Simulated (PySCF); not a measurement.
# C (carbon, neutral): LDA calculation

Configuration: [He] 2s2 2p2, high-spin 3P determinant. Computed with PySCF 2.14 in def2-TZVP (5s3p2d1f, 31 functions), with no relativity, point nucleus.

| Item | Value |
| --- | --- |
| Total energy | -37.4674 hartree |
| One-electron energy | -50.4047 hartree |
| Hartree (Coulomb) energy | 17.7482 hartree |
| Exchange-correlation energy | -4.8108 hartree |
| Kinetic energy | 37.24970 hartree |
| ⟨S²⟩ | 2.0025 |
| ⟨L²⟩ | 2.004 |
| Sum of ⟨r⟩ | 7.205 bohr |
| Sum of ⟨r²⟩ | 14.17 bohr² |
| Traceless quadrupole moment −½Σ⟨3z² − r²⟩ along its main axis | 1.47 e·bohr² |
| Density at the nucleus (Gaussians lack the cusp) | 122 bohr⁻³ |
| Spin density at the nucleus | -0.0529 bohr⁻³ |
| Langevin diamagnetic susceptibility | -11.2 ×10⁻⁶ cm³/mol |
| Time after the integrals | 0.08 s of wall time on 1 thread of Neoverse-V2 (shared host) |

```tsv
shell	electrons	mean orbital energy (eV)	rms radius, mean of both spins (bohr)
1s α	1	-270.36	0.317
1s β	1	-269.45	0.317
2s α	1	-14.333	1.76
2s β	1	-11.830	1.76
2p α	2	-6.095	1.97
```
